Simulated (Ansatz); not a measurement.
Reaction (stannylene formation by 1,1-elimination): `[OH][SnH2][Cl]` → H₂ + `[OH][Sn][Cl]`

Isolated molecules relaxed with PBE0-D4/def2-TZVP in Ansatz; ΔE leaves out vibrations. CCSD(T)/CBS is the MP2 limit (def2-TZVPP, def2-QZVPP) plus CCSD(T) − MP2 in def2-TZVPP, frozen cores. This one scheme is used for every species. Functionals use def2-TZVPP. HSE06 is defined as in plane-wave codes. Elements past krypton have def2 core potentials. For Sn outer-core shells are correlated without core-valence functions, which leaves a few kJ/mol of doubt a bond. Each species was taken in one conformer, which may not be the lowest.

`[OH][SnH2][Cl]`:

Cartesian coordinates in Å:
```
O 0.873 0.945 0.855
Sn 0.036 -0.430 -0.249
Cl -2.242 -0.386 0.237
H 0.470 1.811 0.762
H 0.173 -0.047 -1.901
H 0.689 -1.894 0.296
```

H₂:

```xyz
2

H    -0.357   -0.031    0.103
H     0.357    0.031   -0.103
```

`[OH][Sn][Cl]`:

Z-matrix (Å, degrees):
```
O
Sn 1 1.974
H 1 0.961 2 114.9
Cl 2 2.361 1 94.3 3 -180.0
```

| level | ΔE (kJ/mol) |
| --- | --- |
| HSE06-D4 | -17.4 |
| revPBE | -53.3 |
| CCSD/def2-SVP | -2.0 |
| MP2/def2-QZVPP | -31.6 |

Task: What does CCSD(T)/CBS give? (Best estimate.)

Result: The calculation gave: -22.3 kJ/mol. The listed levels differ from it by 4.9, -31.0, 20.3, -9.3 kJ/mol.

Largest T1 diagnostic among the species: 0.017.

At CCSD(T), def2-SVP lies +17.0 kJ/mol from the extrapolated value and def2-TZVPP +8.5 kJ/mol. From r2SCAN to r2SCAN0 (25 % exact exchange), in def2-TZVPP and without D4, ΔE moves by +12.6 kJ/mol. The D4 term adds +3.2 kJ/mol with B3LYP and +1.9 kJ/mol with PBE0; it sums over pairs of atoms, weighted by their polarisabilities, and B3LYP, whose exchange is more repulsive, gets the larger term.

B3LYP here is the variant with VWN-RPA as its local correlation; programs differ in this.
